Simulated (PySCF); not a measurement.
Gas-phase reaction: 2 GaF3 + 3 H2 = 2 GaH3 + 3 F2

Energies from PySCF, thermal terms from the rigid-rotor harmonic-oscillator model, ideal gas at 1 bar. † marks an energy on the PBE0/def2-TZVP geometry and frequencies; other levels use their own. MP2 and CCSD(T) freeze the core. All species are closed-shell singlets. B3LYP is the form with VWN-RPA correlation. Ga: all electrons, no relativistic terms. GaH3: computed as isolated molecules; such fragments, hydroxides, amides, oligomers or adducts are transient or little studied in the gas. MP2 isn't extrapolated to the basis-set limit; its ΔH°(298 K) is 2149.3 kJ in def2-SVP and 2178.2 kJ in def2-TZVPP. CCSD(T) isn't extrapolated to the basis-set limit; its ΔH°(298 K) is 2022.4 kJ in def2-SVP and 2051.5 kJ in def2-TZVPP. The harmonic model lacks anharmonicity and excited electronic states, which grow with temperature; levels with a mode under 35 cm⁻¹ are left out.

| level | ΔE electronic, kJ | ΔH°(298 K), kJ | ΔS°(298 K), J/K | ΔG°(1000 K), kJ |
|---|---|---|---|---|
| B3LYP/def2-TZVP† | 2004 | 2001 | 66 | 1952 |
| BLYP/def2-TZVP† | 1946 | 1943 | 66 | 1894 |
| CCSD(T)/def2-SVP† | 2026 | 2022 | 66 | 1973 |
| CCSD(T)/def2-TZVPP† | 2055 | 2051 | 66 | 2002 |
| HF/def2-TZVP† | 2168 | 2164 | 66 | 2115 |
| MP2/def2-SVP† | 2153 | 2149 | 66 | 2100 |
| MP2/def2-TZVPP† | 2182 | 2178 | 66 | 2129 |
| PBE/def2-SVP | 1906 | 1901 | 64 | 1852 |
| PBE0/def2-SVP† | 1968 | 1965 | 66 | 1915 |
| PBE0/def2-TZVP | 1997 | 1994 | 66 | 1945 |
| LDA/def2-TZVP† | 1970 | 1966 | 66 | 1917 |
ΔH° is lowest at PBE/def2-SVP and highest at MP2/def2-TZVPP†. No reference value is set beside these.
